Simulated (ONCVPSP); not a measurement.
**iridium (Ir): one change to an ONCV potential, before and after**

```json
{
 "Element": "iridium",
 "Generator": "ONCVPSP 4.0.1",
 "Type": "optimised norm-conserving Vanderbilt (ONCV)",
 "Functional": "PW91",
 "Relativity": "fully relativistic",
 "Frozen core": "[Kr] 4d10 4f14",
 "Valence charge": "17",
 "Reference configuration": "5s2 5p6 5d7 6s1 (charge +1)",
 "Partial waves": "5s+6s: rc 1.55 bohr, ncon 4, nbas 8, qcut 6.1 1/bohr, 2 projectors; 5p: rc 1.70 bohr, ncon 3, nbas 6, qcut 6.7 1/bohr, 2 projectors, debl 3.4 Ha; 5d: rc 1.75 bohr, ncon 4, nbas 9, qcut 10 1/bohr, 2 projectors, debl 0.4 Ha",
 "Local potential": "polynomial inside 1.15 bohr (lpopt 3, dvloc0 6 Ha)",
 "Core correction": "Teter function, fcfact 4, rcfact 1.7"
}
```

Open shells are filled in proportion to 2j + 1.

In the d channel the program set the typed energies aside and used -0.547, 0.250 Ha (j = l + 1/2; the other j can differ).

Change: core correction Teter function, fcfact 4, rcfact 0.92.

Cutoffs: the cutoffs (Ha) at which the residual kinetic energy of the hardest occupied pseudo-wave falls to 1 and 0.1 mHa per electron; they do not see the model core or the augmentation charge, which bear on the density cutoff. Errors are all-electron minus pseudo energies relative to the spin-unpolarised reference configuration.

What does the change do?

The potential gets neither clearly harder nor softer (19 Ha and 64 Ha → 19 Ha and 64 Ha); of the 4 tests that both files solve, the error grows in 0 and shrinks in 4 by more than 15 % and 0.3 meV (median size 5.6 → 1.7 meV); neither file shows a bound ghost. A model core, the more so a compact one, raises the density cutoff, which this test does not measure.

| quantity | base | changed |
| --- | --- | --- |
| cutoff, loose | 19 Ha | 19 Ha |
| cutoff, tight | 64 Ha | 64 Ha |
| bound ghosts | none | none |
| GHOST(+) flags under 300 eV | none | none |
| error for 5s2 5p6 5d7 6s2, meV [ΔE -9.96 eV] | -4.1 | -1.4 |
| error for 5s2 5p6 5d7 6s0, meV [ΔE 17.56 eV] | -7.1 | -1.9 |
| error for 5s2 5p6 5d6 6s0, meV [ΔE 48.18 eV] | -18 | +0.2 |
| error for 5s2 5p6 5d7 6s0 6p2, meV [ΔE 0.99 eV] | -4.1 | -2.5 |
| s: phases at 1.58 bohr within 0.05 rad from the reference energy up to (Ha; the scan ends near 5) | to the end of the scan | to the end of the scan |
| p3/2: phases at 1.73 bohr within 0.05 rad from the reference energy up to (Ha; the scan ends near 5) | to the end of the scan | to the end of the scan |
| p1/2: phases at 1.73 bohr within 0.05 rad from the reference energy up to (Ha; the scan ends near 5) | to the end of the scan | to the end of the scan |
| d5/2: phases at 1.78 bohr within 0.05 rad from the reference energy up to (Ha; the scan ends near 5) | to the end of the scan | to the end of the scan |
| d3/2: phases at 1.78 bohr within 0.05 rad from the reference energy up to (Ha; the scan ends near 5) | to the end of the scan | to the end of the scan |
| rms error of d²Exc/dni dnj with the model core, mHa | 2.05 | 6.98 |

Base: These tests converged, but a pseudo level misses the all-electron one widely, so the file describes the atom poorly there or has found another state: 5s2 5p6 5d7 6s0 6p2: empty 6s by 12.9 eV. Changed file: These tests converged, but a pseudo level misses the all-electron one widely, so the file describes the atom poorly there or has found another state: 5s2 5p6 5d7 6s0 6p2: empty 6s by 12.9 eV.
